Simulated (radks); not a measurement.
The numbers below are computed, except where a source is named.
Initial-state core-level shifts of neutral cadmium when its valence configuration changes from [Kr] 4d10 5s2. Code: a radial shooting solver on a logarithmic mesh with Libxc functionals. Model: non-relativistic Kohn-Sham, PBE, spin-polarised, spherical densities, point nucleus; open shells are filled with parallel spins first (spin-orbit coupling, left out, can overturn this in heavy ions); relativity is left out, which matters for an element this heavy. Shifts are changes of the shell-averaged eigenvalues in eV (positive: less bound); the change of the density at the nucleus, which sets a Mossbauer isomer shift, is in e/bohr^3, on a base of 7.768e+04.

| valence | 2p | 3s | 3d | 4p | density at nucleus |
|---|---|---|---|---|---|
| 4d10 5s1 5p1 | -1.505 | -1.527 | -1.523 | -1.568 | -8.506 |
| 4d9.5 5s2 5p0.5 | -3.660 | -3.611 | -3.627 | -3.266 | +3.440 |
| 4d9 5s2 5p1 | -7.274 | -7.158 | -7.193 | -6.393 | +6.901 |
| 4d10 5p2 | -2.981 | -3.024 | -3.015 | -3.098 | -18.237 |
| 4d9 5p3 | -9.628 | -9.555 | -9.583 | -8.809 | -15.940 |
| 4d10 5s0.5 5p1.5 | -2.259 | -2.291 | -2.285 | -2.349 | -13.267 |
| 4d9 5s1 5p2 | -8.327 | -8.234 | -8.266 | -7.479 | -4.010 |
| 4d9.5 5p2.5 | -6.263 | -6.256 | -6.264 | -5.956 | -17.167 |
| 4d8 5s2 5p2 | -14.585 | -14.282 | -14.367 | -12.464 | +14.102 |
